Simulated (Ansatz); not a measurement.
```
atom   x (Å)   y (Å)   z (Å)
  Ca  0.0000  0.0000  0.0000
   F  0.0000  0.0000  4.5310
```

Basis set: def2-SVP (spherical functions). Charge 0, multiplicity 2.

Computed with Ansatz (development build ahead of 0.2.0); each method stands on the lowest determinant of its kind that the runs found.

(1) Give the atomization energy at this shape (free ground-state atoms in the same class of orbitals less the molecule, no zero-point energy) of doublet CaF by PBE0 (unrestricted), UHF.

Results:

(1)

| method | atomization energy |
| --- | --- |
| PBE0 (unrestricted) | 0.65 eV |
| UHF | 0.00 eV |

Caution: the shape is not the minimum. Caution for PBE0 (unrestricted): charge can spread falsely over distant fragments.
